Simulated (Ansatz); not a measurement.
C$_{6}$H$_{13}$O (SMILES CC(C)CC(C)[O]), doublet, geometry from GFN2-xTB; B3LYP5/STO-3G run with Ansatz (a program for electronic structure).

The Ansatz input:
Ansatz 0.2 input:
```yaml
crystal:
  periodic: [false, false, false]
  atoms:
    - {symbol: C, position_ang: [-1.67610598, 0.98541659, -1.07040509]}
    - {symbol: C, position_ang: [-1.19070844, 0.71785795, 0.35173221]}
    - {symbol: C, position_ang: [-1.64890645, -0.63895506, 0.84741891]}
    - {symbol: C, position_ang: [0.33059546, 0.81199669, 0.48172225]}
    - {symbol: C, position_ang: [1.04816037, -0.27968169, -0.38376050]}
    - {symbol: C, position_ang: [2.55492856, -0.18368728, -0.04124539]}
    - {symbol: O, position_ang: [0.58476204, -1.50640383, -0.12987006]}
    - {symbol: H, position_ang: [-1.39088231, 0.16853571, -1.72753895]}
    - {symbol: H, position_ang: [-1.25187872, 1.90963993, -1.45674060]}
    - {symbol: H, position_ang: [-2.76022408, 1.07265897, -1.08726425]}
    - {symbol: H, position_ang: [-1.60183563, 1.49960876, 1.00765375]}
    - {symbol: H, position_ang: [-0.88404274, -1.35882879, 0.43982627]}
    - {symbol: H, position_ang: [-2.62803776, -0.92343085, 0.47487330]}
    - {symbol: H, position_ang: [-1.61580379, -0.72052539, 1.93051665]}
    - {symbol: H, position_ang: [0.61205366, 0.64805623, 1.52316519]}
    - {symbol: H, position_ang: [0.69218613, 1.79035404, 0.16454190]}
    - {symbol: H, position_ang: [0.91194761, 0.00086050, -1.44913813]}
    - {symbol: H, position_ang: [2.91622846, 0.82492410, -0.22094263]}
    - {symbol: H, position_ang: [2.71640406, -0.45534520, 0.99846037]}
    - {symbol: H, position_ang: [3.09800753, -0.88296059, -0.67122699]}
basis:
  gaussian:
    orbitals: STO-3G
hamiltonian:
  xc: b3lyp5
magnetization: {spin_polarized: true, initial_magnetization: 1}
accuracy: high
```

It wrote (shortened):

```
Functional definition: B3LYP5
1147 factors; integrals over basis functions are off by at most 2.1e-9 eV
mean field evaluation 1: about -8367.4976 eV, gradient 1.3e1 eV
mean field evaluation 2: about -8367.4328 eV, gradient 1.6e1 eV
mean field evaluation 4: about -8368.9129 eV, gradient 5.9e-1 eV
mean field evaluation 8: about -8368.8494 eV, gradient 1.8e-2 eV
mean field evaluation 16: about -8368.8494 eV, gradient 9.5e-4 eV
mean field evaluation 32: about -8368.8457 eV, gradient 3.3e-1 eV
mean field -8368.84943399 eV, -307.5495440894 hartree, gradient 4.6e-8 eV, S^2 0.752311; 2 other end points of the search recorded, 0 dependent functions left out
reference -8368.84947623 eV, -307.5495456416 hartree; 29, 28 occupied and 19, 20 virtual orbitals, 1147 factors
Total energy: -8368.84947623 eV, -307.5495456416 hartree
```
